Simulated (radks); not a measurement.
The numbers below are computed, except where a source is named.
Question: Species: Mn4+. Configuration: [Ar] 3d2 4s1 (not the ground configuration). Code: a radial shooting solver on a logarithmic mesh with Libxc functionals. Model: Dirac Kohn-Sham, LDA (Slater exchange, Perdew-Wang correlation), spin-unpolarised, spherical densities, finite nucleus; open shells are shared between the two j in proportion to 2j + 1; Fermi nuclear charge, rms radius 3.7057 fm. Some entries of the table are withheld. Estimate them.

orbital,occ.,eigenvalue (hartree),<1/r> (bohr^-1),r(max) (bohr)
1s1/2,2,-238.2424,24.88,0.03994
2s1/2,2,-29.91805,5.310,0.2331
2p1/2,2,-26.03454,(1),0.1868
2p3/2,4,-25.65274,(2),0.1892
3s1/2,2,-5.54824,1.724,(3)
3p1/2,2,-4.41724,1.619,0.7302
3p3/2,4,-4.36474,1.600,0.7367
3d3/2,0.8,-2.55091,1.365,0.6934
3d5/2,1.2,-2.54440,1.361,0.6952
4s1/2,1,-1.67940,0.6501,1.914

Answer: 
(1) 2p1/2 <1/r> (bohr^-1): 5.260
(2) 2p3/2 <1/r> (bohr^-1): 5.173
(3) 3s1/2 r(max) (bohr): 0.7260
